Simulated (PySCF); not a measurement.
Ligands exchanged one at a time, B H-CH3. All species are isolated molecules in the gas phase. Strings in code marks are SMILES.

Quantity: redistribution energy (mixed species minus the weighted end members), in kcal/mol.

Level 1: TPSSh-D3(BJ)/def2-TZVP // CAM-B3LYP-D3(BJ)/def2-TZVP (PySCF)
Level 2: PBE/6-31G* // CAM-B3LYP-D3(BJ)/def2-TZVP (PySCF)
Level 3: SVWN5/6-31G* // CAM-B3LYP-D3(BJ)/def2-TZVP (PySCF)
Level 4: HF/3-21G // CAM-B3LYP-D3(BJ)/def2-TZVP (PySCF)

```tsv
species	level 1	level 2	level 3	level 4
2 of 3 H replaced by CH3: `CBC`	-0.86	-1.50	-1.51	-0.26
1 of 3 H replaced by CH3: `BC`	-0.67	-1.27	-1.33	0.01
```
